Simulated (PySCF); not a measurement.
Be(I)(iPr) (C₃H₇BeI), SMILES [CH]([Be][I])(C)C.

Geometry optimised at B3LYP-D3(BJ)/def2-SVP. The structure was generated by enumeration; whether it is a known compound was not checked. The def2 effective core potentials stand for the cores of I; spin–orbit coupling is left out. Other conformers were not sampled.

All values below come from PySCF with TDA-LC-ωPBE/def2-SVPD.

Vertical excitations.  State labels are in the subgroup Cs.

| state | symmetry | energy (eV) | λ (nm) | f | main pairs |
|---|---|---|---|---|---|
| S1 | A' | 6.42 | 193 | 0.005 | HOMO→LUMO 37 %, HOMO−2→LUMO 29 %, HOMO→LUMO+2 9 % |
| S2 | A" | 6.44 | 192 | 0.015 | HOMO→LUMO+1 55 %, HOMO−2→LUMO+1 23 % |
| S3 | A" | 6.56 | 189 | 0.000 | HOMO−2→LUMO+1 37 %, HOMO−1→LUMO 25 %, HOMO→LUMO+1 15 % |
| S4 | A' | 6.60 | 188 | 0.000 | HOMO−1→LUMO+1 41 %, HOMO−2→LUMO 22 %, HOMO→LUMO 13 % |
| S5 | A" | 6.60 | 188 | 0.000 | HOMO−1→LUMO 45 %, HOMO−2→LUMO+1 20 %, HOMO→LUMO+1 10 % |
| S6 | A' | 7.13 | 174 | 0.109 | HOMO−2→LUMO+2 37 %, HOMO→LUMO+2 26 %, HOMO→LUMO 10 % |
| S7 | A" | 7.14 | 174 | 0.119 | HOMO−1→LUMO+2 67 % |
| S8 | A' | 7.34 | 169 | 0.023 | HOMO−2→LUMO+3 17 %, HOMO−2→LUMO+2 17 %, HOMO−1→LUMO+1 16 %, HOMO→LUMO+3 14 % |
| S9 | A' | 7.60 | 163 | 0.425 | HOMO→LUMO+3 21 %, HOMO−1→LUMO+1 20 %, HOMO−2→LUMO 18 %, HOMO→LUMO+2 8 % |
| S10 | A' | 8.35 | 148 | 0.040 | HOMO−2→LUMO+9 15 %, HOMO−2→LUMO+6 15 %, HOMO→LUMO+9 11 %, HOMO→LUMO+6 11 % |
| T1 | A' | 5.74 | 216 | 0 | HOMO→LUMO 36 %, HOMO−2→LUMO 24 %, HOMO→LUMO+4 6 %, HOMO→LUMO+2 6 % |
| T2 | A" | 5.77 | 215 | 0 | HOMO→LUMO+1 44 %, HOMO−2→LUMO+1 29 % |
| T3 | A' | 5.99 | 207 | 0 | HOMO−1→LUMO+1 40 %, HOMO−2→LUMO 19 %, HOMO→LUMO 13 % |
| T4 | A' | 6.27 | 198 | 0 | HOMO−1→LUMO+1 38 %, HOMO−2→LUMO 21 %, HOMO→LUMO 14 % |
Triplets are in the Tamm–Dancoff approximation.
